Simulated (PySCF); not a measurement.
**Computed properties of CH3AlFIO, SMILES C[O][Al]([F])[I]**

CH3AlFIO, SMILES C[O][Al]([F])[I]. Geometry: PBE0-D3(BJ)/def2-SVP. The def2 effective core potentials stand for the cores of I; spin–orbit coupling is left out. Other conformers were not sampled. All values are computed for the isolated molecule unless a solvent is named; none is compared with measurement here.

**Structure.** The optimised structure has Cs symmetry. All 18 harmonic modes at PBE0-D3(BJ)/def2-SVP (PySCF) are real, so it is a minimum. With heavy atoms numbered as in [Al:1]([F:2])([I:3])[O:4][CH3:5], the shortest bond between them is O4–C5 at 1.392 Å and the longest Al1–I3 at 2.446 Å.

**Vibrations.** The strongest infrared lines (harmonic, unscaled, degenerate partners summed) lie at 1278 cm⁻¹ (334 km/mol, O 58 %, C 32 %), 723 cm⁻¹ (165 km/mol, Al 42 %, O 20 %, C 19 %, F 13 %), 922 cm⁻¹ (79 km/mol, Al 49 %, F 43 %). The softest mode is at 66 cm⁻¹ and the zero-point energy is 28.9 kcal/mol.

**Electronic structure.** r2SCAN/def2-TZVP (PySCF) places the frontier levels at -7.21 and -1.61 eV, a gap of 5.60 eV, and gives a dipole moment of 2.01 D and a mean polarisability of 68.7 bohr³. PBE/def2-TZVP (PySCF) at the same geometry gives -6.90 and -2.03 eV, so its gap is 0.73 eV narrower. An orbital gap is neither the optical nor the fundamental gap.

**Excitations.** TDA-PBE0/def2-SVPD (PySCF) has S1 at 5.52 eV (225 nm, f = 0.025, weak); the most intense of the 10 singlets computed lies at 6.62 eV (f = 0.10). T1 (TDA) is at 5.19 eV, 0.33 eV under S1. TDA-PBE/def2-SVPD (PySCF) puts S1 at 4.92 eV. No vertical singlet excitation falls in the visible range (under 3.1 eV).
